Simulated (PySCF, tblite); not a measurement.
Q: What does the GFN2-xTB structure of `Clc1csnn1` look like in three dimensions?

A: 
```xyz
7
C2HClN2S angstrom
Cl    -2.107   -1.091   -0.056
C     -0.530   -0.465    0.032
C     -0.197    0.838    0.339
S      1.498    0.953    0.297
N      1.640   -0.648   -0.103
N      0.541   -1.242   -0.203
H     -0.842    1.659    0.567
```

Orientation and origin are arbitrary. Atoms count from 1 in this order. The 6 heavy atoms lie in one plane (0.000 Å rms). The 5-membered ring C2–C3–S4–N5–N6 has internal angles of 91.5° to 114.3°; it is planar, 0.00 Å rms from its mean plane, widest ring torsion 0°.

Bonds between heavy atoms (Å): Cl1–C2 1.699, C2–C3 1.379, C3–S4 1.700, S4–N5 1.656, N5–N6 1.253, C2–N6 1.344.

Structure optimised with GFN2-xTB, isolated species.

Point group: Cs (every atom within 0.08 Å of its image). Its GFN2-xTB frequencies are all real (lowest 210 cm⁻¹).

The numbers are calculated, not measured.


Question: Give a PBE0-D3(BJ)/def2-SVP geometry of VF2Cl2 (`[F][V]([F])([Cl])[Cl]`) [radical]. (Doublet state.)

Answer: 
Z-matrix in Å and degrees, rows numbered from 1:
```
V 
F   1  1.6929
F   1  1.6907  2  121.55
Cl  1  2.1344  2  107.35  3  -122.84
Cl  1  2.1345  2  107.41  3   122.87
```

V1 (vanadium bonded to 2 Cl and 2 F) is distorted tetrahedral (angles from 106.5° to 121.6°).

Theory: PBE0-D3(BJ)/def2-SVP geometry optimisation, gas phase (PySCF 2.14.0).

Point group: C2v (every atom within 0.08 Å of its image). No frequency check. ⟨S²⟩ = 0.758 (exact for a doublet: 0.75).


Question: Write a Z-matrix for `O[SiH2]O[SiH3]` as optimised with GFN2-xTB.

Answer: 
Z-matrix in Å and degrees, rows numbered from 1:
```
O 
Si  1  1.6199
O   2  1.6257  1  107.54
Si  3  1.6161  2  154.31  1   179.41
H   1  0.9536  2  120.75  3     2.92
H   2  1.4561  1  108.54  3   116.95
H   2  1.4569  1  109.24  3  -116.96
H   4  1.4618  3  108.34  2   -60.24
H   4  1.4611  3  103.51  2  -179.94
H   4  1.4618  3  108.35  2    60.39
```

Si2 (oxygen-bound silicon) is distorted tetrahedral (angles from 107.5° to 115.0°). Si4 (oxygen-bound silicon) is distorted tetrahedral (angles from 103.5° to 112.6°). The 4 heavy atoms lie in one plane (0.002 Å rms). O1 (silanol oxygen) is bent (angle 120.8°).

The geometry is computed with GFN2-xTB (gas phase).

No GFN2-xTB frequencies stand behind this structure, so it isn't proved a minimum. The numbers are those of one conformer (H–O1–Si2–O3 3°, O1–Si2–O3–Si4 179°).
